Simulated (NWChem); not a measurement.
System: SnSi2H6, singlet; SMILES [SiH3][Sn][SiH3]

Input file for NWChem:

```
start job
memory heap 200 mb stack 900 mb global 1100 mb
geometry units angstroms noautoz
  Sn     0.929233     0.023378     0.128113
  Si    -1.001794    -1.796947     0.213895
  H     -1.352195    -2.072205    -1.222084
  H     -2.254636    -1.338185     0.898798
  H     -0.591470    -3.099970     0.829152
  Si    -1.019930     1.796802    -0.198477
  H     -1.553604     2.059352     1.182422
  H     -2.165655     1.309268    -1.034408
  H     -0.568264     3.111145    -0.758146
end
basis spherical
  * library def2-svpd
end
ecp
  Sn library def2-ecp
end
dft
  xc xpbe96 cpbe96
  iterations 150
  mulliken
end
task dft gradient
```

Excerpt of the output:

```
             Northwest Computational Chemistry Package (NWChem) 7.3.0
             --------------------------------------------------------

 C2  symmetry detected

                             Geometry "geometry" -> ""
                             -------------------------

 Output coordinates in angstroms (scale by  1.889725989 to convert to a.u.)

  No.       Tag          Charge          X              Y              Z
 ---- ---------------- ---------- -------------- -------------- --------------
    1 Sn                  50.0000     0.00000000     0.00000000     0.81571975
    2 Si                  14.0000    -1.80868452     0.00360498    -1.12824920
    3 H                    1.0000    -1.91858880    -1.42898959    -1.57118848
    4 H                    1.0000    -1.42342818     0.81388200    -2.32999323
    5 H                    1.0000    -3.17481496     0.44164453    -0.69632326
    6 Si                  14.0000     1.80868452    -0.00360498    -1.12824920
    7 H                    1.0000     1.91858880     1.42898959    -1.57118848
    8 H                    1.0000     1.42342818    -0.81388200    -2.32999323
    9 H                    1.0000     3.17481496    -0.44164453    -0.69632326

 Effective nuclear repulsion energy (a.u.)     396.0196549963

      Symmetry information
      --------------------

 Group name             C2
 Group number              4
 Group order               2
 No. of unique centers     5

 Summary of "ao basis" -> "ao basis" (spherical)
 ------------------------------------------------------------------------------
       Tag                 Description            Shells   Functions and Types
 ---------------- ------------------------------  ------  ---------------------
 Sn                        def2-svpd                12       32   5s4p3d
 Si                        def2-svpd                10       24   5s3p2d
 H                         def2-svpd                 4        8   2s2p

      Symmetry analysis of basis
      --------------------------

        a          66
        b          62

            General Information
            -------------------
          SCF calculation type: DFT
          Wavefunction type:  closed shell.
          No. of atoms     :     9
          No. of electrons :    56
           Alpha electrons :    28
            Beta electrons :    28
          Charge           :     0
          Spin multiplicity:     1
          Use of symmetry is: on ; symmetry adaption is: on
          Maximum number of iterations: 150
          AO basis - number of functions:   128
                     number of shells:    56
          Convergence on energy requested:  1.00D-06
          Convergence on density requested:  1.00D-05
          Convergence on gradient requested:  5.00D-04

              XC Information
              --------------
          PerdewBurkeErnzerhof Exchange Functional  1.000
            Perdew 1991 LDA Correlation Functional  1.000 local
           PerdewBurkeErnz. Correlation Functional  1.000 non-local

             Grid Information
             ----------------
          Grid used for XC integration:  medium
          Radial quadrature: Mura-Knowles
          Angular quadrature: Lebedev.
          Tag              B.-S. Rad. Rad. Pts. Rad. Cut. Ang. Pts.
          ---              ---------- --------- --------- ---------
          Sn                  1.45      123          12.0       590
          Si                  1.10       88          13.0       590
          H                   0.35       45          14.0       434
          Grid pruning is: on
          Number of quadrature shells:   346
          Spatial weights used:  Erf1

      Superposition of Atomic Density Guess
      -------------------------------------

 Sum of atomic energies:        -829.56613035

      Non-variational initial energy
      ------------------------------

 Total energy =    -794.355590
 1-e energy   =   -1607.351802
 2-e energy   =     598.707564
 HOMO         =      -0.203798
 LUMO         =      -0.089338

      Symmetry analysis of molecular orbitals - initial
      -------------------------------------------------

  Numbering of irreducible representations:

     1 a           2 b

  Orbital symmetries:

     1 b           2 a           3 a           4 b           5 a
     6 a           7 b           8 b           9 a          10 a
    11 b          12 a          13 b          14 b          15 b
    16 a          17 a          18 b          19 a          20 a
    21 b          22 a          23 a          24 b          25 a
    26 b          27 b          28 a          29 b          30 b
    31 a          32 a          33 a          34 a          35 b
    36 b          37 a          38 b

     ---------------------------------------------
      Total Density - Mulliken Population Analysis
     ---------------------------------------------

[...]

                         DFT ENERGY GRADIENTS

    atom               coordinates                        gradient
                 x          y          z           x          y          z
   1 Sn      0.000000   0.000000   1.541487    0.000000   0.000000  -0.003928
   2 Si     -3.417918   0.006812  -2.132082   -0.001414  -0.000805  -0.001223
   3 H      -3.625607  -2.700399  -2.969116    0.000347   0.002866   0.001068
   4 H      -2.689889   1.538014  -4.403049   -0.000451  -0.001400   0.002725
   5 H      -5.999530   0.834587  -1.315860    0.002971  -0.000786  -0.000607
   6 Si      3.417918  -0.006812  -2.132082    0.001414   0.000805  -0.001223
   7 H       3.625607   2.700399  -2.969116   -0.000347  -0.002866   0.001068
   8 H       2.689889  -1.538014  -4.403049    0.000451   0.001400   0.002725
   9 H       5.999530  -0.834587  -1.315860   -0.002971   0.000786  -0.000607
```

Level: PBE/def2-SVPD with def2 effective core potentials on Sn. Low-valent species are run as closed-shell singlets; no triplet was tried in these runs. Structure relaxed at the PBE0/def2-SVP level. No frequency run checked for a minimum. def2 effective core potentials on Sn; no spin-orbit coupling.
